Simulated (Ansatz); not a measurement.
This geometry of AlClH4N2 + H2 (10 atoms, charge 0, multiplicity 1) is a first-order saddle point.

Theory: Ansatz, RKS PBE/6-31G*.

```xyz
10
Properties=species:S:1:pos:R:3
Al -0.174 0.109 0.149
Cl 0.767 1.331 -2.093
N 1.348 0.078 1.084
N -1.255 -1.298 -0.061
H -0.253 1.688 -1.163
H -0.995 1.539 -0.101
H 2.181 0.616 0.852
H 1.538 -0.581 1.836
H -2.226 -1.221 -0.361
H -0.931 -2.260 -0.143
```

Problem. Which two structures does it join? (They come from a converged band through this point; their orientation in space is the band's.)

Solution. Bonds broken: Al1–Cl2, H5–H6. Bonds formed: Al1–H6, Cl2–H5. AlClH4N2 + H2 becomes AlH5N2 + ClH.

Image 0:

```xyz
10
Properties=species:S:1:pos:R:3
Al 0.393 -0.423 -0.368
Cl 0.803 0.537 -2.222
N 1.537 -0.171 0.973
N -1.051 -1.462 -0.269
H -1.026 2.543 -0.538
H -1.407 2.681 0.097
H 2.363 0.420 0.901
H 1.448 -0.558 1.910
H -1.696 -1.601 -1.044
H -1.364 -1.966 0.559
```

Image 8:

```xyz
10
Properties=species:S:1:pos:R:3
Al -0.129 -0.116 0.340
Cl 0.109 2.746 -2.870
N 1.367 -0.190 1.313
N -1.229 -1.503 0.102
H -0.154 2.078 -1.765
H -0.515 1.285 -0.349
H 1.995 0.604 1.429
H 1.738 -1.009 1.794
H -2.076 -1.450 -0.463
H -1.105 -2.445 0.469
```

Problem. How far does it lie above each of them?

Solution. 1.62 eV above the first and 0.21 eV above the second. This is the barrier of this one path; another mechanism may lie lower. The orbitals stay closed-shell, which can raise the energy where a bond breaks towards radicals; this wasn't checked here.

The run took 5.3 min on 2 threads of Arm Neoverse V1, with other jobs on the host, peak memory 0.14 GiB.
